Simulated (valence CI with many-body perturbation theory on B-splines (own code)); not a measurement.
Ca7+: what the settings do

Computed by valence CI with perturbative core correlation (CI+MBPT): three valence electrons over a frozen Dirac-Fock core [Ne], a basis of 6 s, 6 p, 5 d, 3 f, 1 g functions for each j, with the one-electron correlation potential Σ1, the two-electron term Σ2, the three-electron term Σ3, Breit, model QED; selected CI, second order for the rest, scaled by the run's own slope (own B-spline code, finite nucleus).

No measured levels were compared; by estimate levels hold to about 100 cm⁻¹ or 0.05 % of their energy and the worst to 300 or 400 cm⁻¹, as in measured light ions of charge 2 to 7.

The reference run has the lowest level 3s2.3p 2P°_1/2 and an ionisation energy of 147.792 eV. Its largest variational space holds 2846 state functions.

Names give the largest LS component (configuration and term), which can be under half, so a name can repeat, a term be missing and a line seem to break the LS rules; names also repeat where a configuration has a term twice.

Changed runs:
A. scale of Σ1 1 → 0
B. factor on the speed of light 1 → 10; QED terms on → off
C. Breit term on → off
D. factor on the speed of light 1 → 0.9 (bad on purpose)

Excitation energies of the reference run in cm⁻¹, and shifts in cm⁻¹:

| Level | Reference | A | B | C | D |
| --- | --- | --- | --- | --- | --- |
| 3s2.3p 2P°_3/2 | 4311 | -53 | -4268 | +157 | +1024 |
| 3s.3p2 4P_1/2 | 129637 | +170 | -4643 | -33 | +1115 |
| 3s.3p2 4P_3/2 | 131224 | +150 | -6215 | +27 | +1523 |
| 3s.3p2 4P_5/2 | 133590 | +122 | -8557 | +133 | +2061 |
| 3s.3p2 2D_3/2 | 171602 | +60 | -6878 | +101 | +1670 |
| 3s.3p2 2D_5/2 | 171857 | +54 | -7133 | +136 | +1772 |
| 3s.3p2 2S_1/2 | 216985 | -16 | -7148 | +52 | +1670 |
| 3s.3p2 2P_1/2 | 231375 | -11 | -6156 | +41 | +1636 |
| 3s.3p2 2P_3/2 | 233953 | -38 | -8705 | +132 | +2142 |
| 3s2.3d 2D_3/2 | 282660 | -56 | -4937 | +291 | +1190 |
| 3s2.3d 2D_5/2 | 282878 | -77 | -5153 | +344 | +1239 |
| 3p3 2D°_3/2 | 335737 | +193 | -10654 | +109 | +2550 |
| Ionisation energy (eV) | 147.792 | -0.520 | -0.458 | +0.045 | +0.109 |
